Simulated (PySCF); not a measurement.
## Basis-set dependence of population analyses: `CB(F)P[SiH3]`

Compound: CH7BFPSi.
Structure used (PBE0-D3(BJ)/def2-SVP), in Å, numbered top down from 1:
```xyz
12
CH7BFPSi angstrom
C      2.1495    0.3758   -0.4348
B      0.8727    0.1225    0.4290
F      0.6457    0.9276    1.4704
P     -0.3448   -1.3419    0.1883
Si    -2.3034   -0.2365    0.3288
H      2.3018   -0.3434   -1.2501
H      2.0962    1.3905   -0.8665
H      3.0403    0.3685    0.2172
H     -0.2511   -1.4642   -1.2280
H     -3.4021   -1.1677   -0.0657
H     -2.3724    0.9769   -0.5429
H     -2.4820    0.1681    1.7527
```

PBE0 throughout (PySCF), one geometry, spherical d and f functions. One conformer (not necessarily the lowest) at the PBE0-D3(BJ)/def2-SVP geometry, without solvent, vibrations or thermal averaging. Atoms taken as equivalent share a column and are averaged. The first 7 of 8 kinds of atom are listed.

Mulliken charges (e):

```json
{"basis": "STO-3G", "functions": "40", "C1": "-0.347", "B2": "+0.170", "F3": "-0.106", "P4": "+0.087", "Si5": "+0.380", "H6/H7/H8": "+0.077", "H9": "-0.075"}
{"basis": "6-31G", "functions": "67", "C1": "-0.724", "B2": "+0.450", "F3": "-0.304", "P4": "-0.182", "Si5": "+0.408", "H6/H7/H8": "+0.193", "H9": "+0.007"}
{"basis": "pcSseg-0", "functions": "67", "C1": "-1.042", "B2": "+0.746", "F3": "-0.303", "P4": "-0.487", "Si5": "+0.240", "H6/H7/H8": "+0.256", "H9": "+0.118"}
{"basis": "6-31G*", "functions": "92", "C1": "-0.723", "B2": "+0.472", "F3": "-0.259", "P4": "-0.258", "Si5": "+0.262", "H6/H7/H8": "+0.198", "H9": "+0.042"}
{"basis": "cc-pVDZ", "functions": "113", "C1": "-0.168", "B2": "+0.157", "F3": "-0.102", "P4": "-0.190", "Si5": "+0.144", "H6/H7/H8": "+0.065", "H9": "+0.037"}
{"basis": "def2-SVP", "functions": "113", "C1": "-0.177", "B2": "+0.169", "F3": "-0.110", "P4": "-0.237", "Si5": "+0.243", "H6/H7/H8": "+0.073", "H9": "+0.028"}
{"basis": "aug-cc-pVDZ", "functions": "186", "C1": "+0.562", "B2": "+1.025", "F3": "-0.390", "P4": "-0.869", "Si5": "-0.740", "H6/H7/H8": "-0.278", "H9": "+0.434"}
{"basis": "6-311+G(2d,p)", "functions": "193", "C1": "-0.679", "B2": "+0.400", "F3": "-0.260", "P4": "-0.106", "Si5": "+0.197", "H6/H7/H8": "+0.167", "H9": "+0.069"}
{"basis": "def2-TZVP", "functions": "209", "C1": "-0.438", "B2": "+0.307", "F3": "-0.225", "P4": "-0.214", "Si5": "+0.081", "H6/H7/H8": "+0.145", "H9": "+0.074"}
{"basis": "cc-pVTZ", "functions": "256", "C1": "-0.353", "B2": "+0.248", "F3": "-0.174", "P4": "-0.164", "Si5": "+0.104", "H6/H7/H8": "+0.115", "H9": "+0.036"}
{"basis": "IGLO-III", "functions": "263", "C1": "-0.519", "B2": "+0.547", "F3": "-0.354", "P4": "-0.189", "Si5": "+0.609", "H6/H7/H8": "+0.127", "H9": "-0.043"}
```

IAO charges (e):

| basis | functions | C1 | B2 | F3 | P4 | Si5 | H6/H7/H8 | H9 |
| --- | --- | --- | --- | --- | --- | --- | --- | --- |
| STO-3G | 40 | -0.541 | +0.167 | -0.137 | +0.042 | +0.455 | +0.140 | -0.041 |
| 6-31G | 67 | -0.607 | +0.334 | -0.294 | -0.072 | +0.280 | +0.172 | +0.021 |
| pcSseg-0 | 67 | -0.597 | +0.324 | -0.278 | -0.100 | +0.251 | +0.170 | +0.037 |
| 6-31G* | 92 | -0.593 | +0.361 | -0.302 | -0.067 | +0.403 | +0.164 | -0.002 |
| cc-pVDZ | 113 | -0.591 | +0.355 | -0.302 | -0.071 | +0.401 | +0.164 | +0.004 |
| def2-SVP | 113 | -0.583 | +0.351 | -0.300 | -0.068 | +0.415 | +0.161 | +0.002 |
| aug-cc-pVDZ | 186 | -0.605 | +0.363 | -0.312 | -0.074 | +0.403 | +0.168 | +0.007 |
| 6-311+G(2d,p) | 193 | -0.609 | +0.362 | -0.315 | -0.066 | +0.429 | +0.169 | +0.001 |
| def2-TZVP | 209 | -0.609 | +0.366 | -0.316 | -0.068 | +0.436 | +0.169 | 0.000 |
| cc-pVTZ | 256 | -0.610 | +0.368 | -0.314 | -0.074 | +0.423 | +0.169 | +0.004 |
| IGLO-III | 263 | -0.610 | +0.364 | -0.316 | -0.066 | +0.433 | +0.169 | +0.001 |

Hirshfeld charges (e):

| basis | functions | C1 | B2 | F3 | P4 | Si5 | H6/H7/H8 | H9 |
| --- | --- | --- | --- | --- | --- | --- | --- | --- |
| STO-3G | 40 | -0.122 | +0.115 | -0.051 | +0.008 | +0.286 | +0.016 | -0.039 |
| 6-31G | 67 | -0.177 | +0.182 | -0.126 | -0.073 | +0.232 | +0.049 | 0.000 |
| pcSseg-0 | 67 | -0.190 | +0.177 | -0.127 | -0.055 | +0.252 | +0.048 | -0.003 |
| 6-31G* | 92 | -0.176 | +0.188 | -0.118 | -0.076 | +0.236 | +0.048 | 0.000 |
| cc-pVDZ | 113 | -0.194 | +0.179 | -0.115 | -0.050 | +0.249 | +0.050 | -0.004 |
| def2-SVP | 113 | -0.200 | +0.185 | -0.124 | -0.042 | +0.255 | +0.051 | -0.005 |
| aug-cc-pVDZ | 186 | -0.207 | +0.193 | -0.134 | -0.045 | +0.251 | +0.052 | -0.004 |
| 6-311+G(2d,p) | 193 | -0.197 | +0.193 | -0.141 | -0.044 | +0.254 | +0.051 | -0.004 |
| def2-TZVP | 209 | -0.201 | +0.196 | -0.136 | -0.047 | +0.248 | +0.051 | -0.003 |
| cc-pVTZ | 256 | -0.202 | +0.195 | -0.131 | -0.049 | +0.247 | +0.052 | -0.004 |
| IGLO-III | 263 | -0.208 | +0.197 | -0.141 | -0.033 | +0.246 | +0.051 | -0.003 |

ESP-fitted charges (e):

| basis | functions | C1 | B2 | F3 | P4 | Si5 | H6/H7/H8 | H9 |
| --- | --- | --- | --- | --- | --- | --- | --- | --- |
| STO-3G | 40 | -0.669 | +0.507 | -0.143 | -0.307 | +0.338 | +0.149 | +0.072 |
| 6-31G | 67 | -0.876 | +0.771 | -0.312 | -0.530 | +0.349 | +0.216 | +0.154 |
| pcSseg-0 | 67 | -0.981 | +0.862 | -0.324 | -0.595 | +0.360 | +0.236 | +0.175 |
| 6-31G* | 92 | -0.857 | +0.673 | -0.240 | -0.435 | +0.261 | +0.210 | +0.131 |
| cc-pVDZ | 113 | -0.776 | +0.611 | -0.246 | -0.359 | +0.216 | +0.194 | +0.111 |
| def2-SVP | 113 | -0.780 | +0.635 | -0.257 | -0.385 | +0.258 | +0.193 | +0.116 |
| aug-cc-pVDZ | 186 | -0.890 | +0.664 | -0.270 | -0.347 | +0.227 | +0.220 | +0.105 |
| 6-311+G(2d,p) | 193 | -0.923 | +0.678 | -0.279 | -0.346 | +0.235 | +0.228 | +0.107 |
| def2-TZVP | 209 | -0.908 | +0.674 | -0.274 | -0.344 | +0.230 | +0.224 | +0.105 |
| cc-pVTZ | 256 | -0.879 | +0.659 | -0.268 | -0.344 | +0.233 | +0.217 | +0.103 |
| IGLO-III | 263 | -0.874 | +0.655 | -0.272 | -0.333 | +0.212 | +0.216 | +0.103 |

Some averages cover members that differ in this geometry, most widely: H6/H7/H8, Mulliken in aug-cc-pVDZ -0.343 to -0.243 e.

Which scheme is steadiest as the basis changes?

Largest range over the bases for any column: Hirshfeld 0.09 e, IAO 0.20 e, ESP-fitted 0.35 e, Mulliken 1.60 e. Hirshfeld charges move least and Mulliken charges most, counted in e. Without the minimal STO-3G basis the ranges are Hirshfeld 0.04, IAO 0.19, ESP-fitted 0.26, Mulliken 1.60 e.

How much do the charges still move between the two largest bases, cc-pVTZ and IGLO-III?

At most, over all atoms: Mulliken 0.505 e, IAO 0.010 e, Hirshfeld 0.016 e, ESP-fitted 0.021 e.

What do the same runs give for the total energy, the frontier levels and the dipole moment?

```csv
basis,energy (Eh),HOMO (eV),LUMO (eV),μ (D)
STO-3G,-788.0898,-3.89,3.08,0.70
6-31G,-797.3536,-7.15,-0.67,1.91
pcSseg-0,-796.3620,-7.37,-0.89,1.99
6-31G*,-797.4450,-7.18,-0.54,1.53
cc-pVDZ,-797.4952,-7.24,-0.68,1.45
def2-SVP,-797.1696,-7.28,-0.71,1.51
aug-cc-pVDZ,-797.5082,-7.34,-0.92,1.40
"6-311+G(2d,p)",-797.5630,-7.37,-0.94,1.43
def2-TZVP,-797.5791,-7.35,-0.87,1.41
cc-pVTZ,-797.5789,-7.34,-0.83,1.40
IGLO-III,-797.5829,-7.35,-0.87,1.39
```

The dipole is fixed by the density alone, so its range of 1.29 D shows that the density itself changes with the basis, not only its division among atoms.
